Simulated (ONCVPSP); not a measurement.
P (Z = 15): from the effect back to the setting (ONCV)

Base potential:

P (Z = 15), optimised norm-conserving Vanderbilt (ONCV), made with ONCVPSP 4.0.1 (PBEsol, scalar-relativistic). Core [He], reference 2s2 2p6 3s1 3p4. Waves: 2s+3s: rc 0.90 bohr, ncon 4, nbas 8, qcut 13.5 1/bohr, 3 projectors, debl 2.2 Ha; 2p+3p: rc 0.95 bohr, ncon 4, nbas 7, qcut 13.1 1/bohr, 3 projectors, debl 1.4 Ha. Local part: polynomial inside 0.85 bohr (lpopt 5, dvloc0 0 Ha). Core correction: Teter function, fcfact 2, rcfact 1.45.

Cutoffs, loose and tight: the cutoffs (Ha) at which the residual kinetic energy of the hardest occupied pseudo-wave falls to 1 and 0.1 mHa per electron. They do not see the model core or the augmentation charge, which bear on the density cutoff. Test errors are all-electron minus pseudo excitation energies from the reference, over the configurations 2s2 2p6 3s2 3p3; 2s2 2p6 3s2 3p2; 2s2 2p6 3s2 3p1; 2s2 2p6 3s1 3p0; variants that change the core or the reference have their own tests.

Only the scale of all radii but the core radius (base = 1) is moved:

| scale of all radii but the core radius (base = 1) | cutoff, loose | cutoff, tight | bound ghosts | largest test error (meV) |
| --- | --- | --- | --- | --- |
| 0.76 | 272 Ha | 327 Ha | none | +20 |
| 0.82 | 220 Ha | 264 Ha | none | +21 |
| 0.91 | 112 Ha | 202 Ha | none | +23 |
| 0.97 | 82 Ha | 164 Ha | none | +24 |
| 1.08 | 74 Ha | 83 Ha | none | +23 |
| 1.16 | 70 Ha | 77 Ha | none | +21 |
| 1.22 | 66 Ha | 74 Ha | none | +17 |
| 1.26 | 64 Ha | 73 Ha | none | +15 |
| 1.31 | 63 Ha | 71 Ha | none | +13 |

Task: One more run gave cutoff, loose: 77 Ha; cutoff, tight: 98 Ha; bound ghosts: none; largest test error (meV): +24. Which value of the scale of all radii but the core radius (base = 1) was used?

Result: 1.04. The loose cutoff moves one way along this sweep, from 272 Ha at 0.76 to 63 Ha at 1.31, which places the run between 0.97 and 1.08.
